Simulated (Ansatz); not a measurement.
Correlation energies of BFH4O2Si (`B[Si](O)(O)F`) by basis set

Z-matrix (Å, degrees):
```
Si
O 1 1.639
O 1 1.626 2 106.5
B 1 2.005 2 115.3 3 -123.7
F 1 1.605 2 107.6 3 118.6
H 2 0.958 1 118.1 3 -166.9
H 3 0.959 1 118.0 2 37.5
H 4 1.193 1 122.5 2 137.3
H 4 1.196 1 120.0 2 -43.6
```

Charge 0, multiplicity 1. The geometry is a stationary point of PBE0-D4/def2-TZVP. It is one conformer, not always the lowest. Frozen core, restricted reference, Ansatz 0.2.0. CBS rows extrapolate triple and quadruple zeta; past MP2 they add the triple-zeta difference.

| basis | HF (Eh) | MP2 corr. |
| --- | --- | --- |
| def2-SVP | -564.93009 | -0.72418 |
| def2-TZVPP | -565.40206 | -0.93891 |
| def2-QZVPP | -565.42510 | -1.01935 |

**Question.** Estimate the CCSD correlation energy and the (T) correction in each basis where they were run (hartree).

**Answer.** 
```
     basis  CCSD corr.       (T)
  def2-SVP    -0.75867  -0.01443
def2-TZVPP    -0.96510  -0.03122
 CBS(def2)    -1.10514     as TZ
```
